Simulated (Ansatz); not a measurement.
Reaction (formal exchange of groups at a Ga–S bond): `[SH][Ga]([Cl])[Cl]` + `CC` → `[CH3][Ga]([Cl])[Cl]` + CH₃SH

Computed with Ansatz on PBE0-D4/def2-TZVP structures; ΔE is electronic, products minus reactants. CCSD(T)/CBS is the MP2 limit (def2-TZVPP, def2-QZVPP) plus CCSD(T) − MP2 in def2-TZVPP, frozen cores. This one scheme is used for every species. DFT in def2-TZVPP. HSE06 is defined as in plane-wave codes. For Ga outer-core shells are correlated without core-valence functions, which leaves a few kJ/mol of doubt a bond. Scalar relativity is left out up to krypton. One conformer a species, not always the lowest.

```json
{"level": "revPBE-D4", "ΔE (kcal/mol)": "22.1", "difference from CCSD(T)/CBS": "0.0"}
{"level": "BLYP-D4", "ΔE (kcal/mol)": "22.0", "difference from CCSD(T)/CBS": "-0.1"}
{"level": "PBE0-D4", "ΔE (kcal/mol)": "22.9", "difference from CCSD(T)/CBS": "0.8"}
{"level": "HSE06-D4", "ΔE (kcal/mol)": "23.0", "difference from CCSD(T)/CBS": "0.9"}
{"level": "ωB97X-V", "ΔE (kcal/mol)": "22.3", "difference from CCSD(T)/CBS": "0.2"}
{"level": "PBE-QIDH", "ΔE (kcal/mol)": "23.4", "difference from CCSD(T)/CBS": "1.3"}
{"level": "revPBE", "ΔE (kcal/mol)": "21.7", "difference from CCSD(T)/CBS": "-0.4"}
{"level": "PBE0", "ΔE (kcal/mol)": "22.7", "difference from CCSD(T)/CBS": "0.6"}
{"level": "r2SCAN0", "ΔE (kcal/mol)": "23.5", "difference from CCSD(T)/CBS": "1.4"}
{"level": "CAM-B3LYP", "ΔE (kcal/mol)": "22.3", "difference from CCSD(T)/CBS": "0.2"}
{"level": "MP2/def2-SVP", "ΔE (kcal/mol)": "27.4", "difference from CCSD(T)/CBS": "5.3"}
{"level": "CCSD/def2-SVP", "ΔE (kcal/mol)": "27.3", "difference from CCSD(T)/CBS": "5.2"}
{"level": "CCSD(T)/def2-SVP", "ΔE (kcal/mol)": "27.4", "difference from CCSD(T)/CBS": "5.3"}
{"level": "CCSD/def2-TZVPP", "ΔE (kcal/mol)": "23.0", "difference from CCSD(T)/CBS": "0.9"}
{"level": "CCSD(T)/def2-TZVPP", "ΔE (kcal/mol)": "22.9", "difference from CCSD(T)/CBS": "0.8"}
{"level": "HF/def2-QZVPP", "ΔE (kcal/mol)": "24.3", "difference from CCSD(T)/CBS": "2.2"}
{"level": "CCSD(T)/CBS", "ΔE (kcal/mol)": "22.1", "difference from CCSD(T)/CBS": "0"}
```

Largest T1 diagnostic among the species: 0.011.

Leaving LDA and LC-ωPBE aside and taking each functional with its dispersion term where it has one, the values, not all of them listed here, spread over 2.1 kcal/mol, from BLYP-D4 to B97M-V. In def2-TZVPP, CCSD(T) changes the Hartree–Fock value by −1.8 kcal/mol (the triples alone add −0.1 kcal/mol) and MP2 by −1.6 kcal/mol.
